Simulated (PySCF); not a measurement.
`[AlH3-][N+]#CCCBr`. Theory: PBE0-D3(BJ)/def2-SVP geometry optimisation, gas phase in PySCF.

```
atom  x, y, z in Å
Al1    3.0938   -0.7102    0.0924
N2     1.1781   -0.2216   -0.4118
C3     0.0934    0.0508   -0.6869
C4    -1.2852    0.3970   -0.9873
C5    -2.1495    0.3753    0.2705
Br6   -3.9702    0.8379   -0.1693
H7     3.8692    0.0590   -1.0807
H8     3.1235   -0.0596    1.5584
H9     2.9791   -2.3063   -0.0077
H10   -1.6656   -0.3159   -1.7363
H11   -1.2965    1.3953   -1.4536
H12   -1.7972    1.1032    1.0120
H13   -2.1666   -0.6217    0.7283
```

Task: Where is the centre of mass (commonest isotopes), and what is the radius of gyration?

Result: Mass 162.958 u; centre at (-1.536, 0.325, -0.212) Å; Rg = √(Σ m r²/M) = 2.878 Å. As Ia + Ib + Ic = 2 Σ m r², the three principal moments sum to 2699.9 u·Å².

Task: Which two atoms are farthest apart?

Result: Br6···H7, 7.93 Å; the next longest distance is 7.63 Å.

Task: Work out the bond lengths N2≡C3, C3–C4, C4–H10, C4–H11, C5–Br6, C5–H13 in pm.

Result: For N2≡C3 the difference vector is (-1.0847, 0.2724, -0.2751) Å, of length 1.1517 Å. N2≡C3 115.2; C3–C4 145.3; C4–H10 110.2; C4–H11 110.2; C5–Br6 192.9; C5–H13 109.7 pm.

Task: What is the repulsion energy of the bare nuclei, Σ ZA·ZB/RAB?

Result: 394.87 Eh over 78 pairs, with full nuclear charges and distances in bohr; the largest single term is 57.60 Eh (C5 with Br6).

Task: Give the dihedral angles H11–C4–C5–H12, C3–C4–C5–H12, C3–C4–C5–H13, H11–C4–C5–H13.

Result: H11–C4–C5–H12 -59° (synclinal); C3–C4–C5–H12 61° (synclinal); C3–C4–C5–H13 -61° (synclinal); H11–C4–C5–H13 178° (antiperiplanar). Dihedral signs follow IUPAC: positive where, seen along the central bond, the front bond turns clockwise onto the rear one.

Task: How far apart are these pairs, which share no bond: Al1···H13, N2···H10, N2···H13, C3···H7, C3···H8, Br6···H10?

Result: Al1···H13 5.299 Å (5 bonds apart); N2···H10 3.138 Å (3 bonds apart); N2···H13 3.556 Å (4 bonds apart); C3···H7 3.796 Å (3 bonds apart); C3···H8 3.773 Å (3 bonds apart); Br6···H10 3.016 Å (3 bonds apart).

Task: How far are the heavy atoms from their best plane (unweighted least squares)?

Result: 0.002 Å rms; none is more than 0.003 Å off.

Whether it is a minimum is left open (no frequencies). One conformer, not necessarily the lowest.
